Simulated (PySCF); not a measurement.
Compound: CH7FGe2.
Bonds: F1–C2, C2–Ge3, C2–Ge4. Hydrogens: H5 on C2; H6, H7, H8 on Ge3; H9, H10, H11 on Ge4.

Level of theory: PBE0-D3(BJ)/def2-SVP geometry optimisation, gas phase (PySCF).

Entries marked ? are missing. Bonds in one row agree within 0.01 Å.

```csv
coordinate,value
F1–C2,?
"C2–Ge3, C2–Ge4",?
C2–H5,1.105 Å
Ge3–H6 and 5 like bonds,1.539 Å
F1–C2–Ge3,?
F1–C2–H5,108.2°
Ge3–C2–Ge4,114.7°
Ge3–C2–H5,?
C2–Ge3–H6,109.1°
H6–Ge3–H7,?
```

Q: Estimate the withheld lengths and angles.

A: 
- F1–C2 = 1.392 Å, drawn single (alkyl fluorine to sp3 C–F carbon); 0.06 Å above the sum of covalent radii, 1.33 Å.
- C2–Ge3, C2–Ge4 = 1.974 Å, drawn single (ends: sp3 C–F carbon; germanium bonded to C and 3 H); 0.01 Å above the sum of covalent radii, 1.96 Å.
- F1–C2–Ge3 = 108.2°, at the sp3 C–F carbon; the outer atoms are 2.749 Å apart.
- Ge3–C2–H5 = 108.7°, at the sp3 C–F carbon; the outer atoms are 2.553 Å apart.
- H6–Ge3–H7 = 109.7°, at the germanium bonded to C and 3 H; the outer atoms are 2.518 Å apart.

Radii are Cordero's, carbon taken as 0.76, 0.73 or 0.69 Å for four, three, and two or fewer neighbours.

No frequency check.
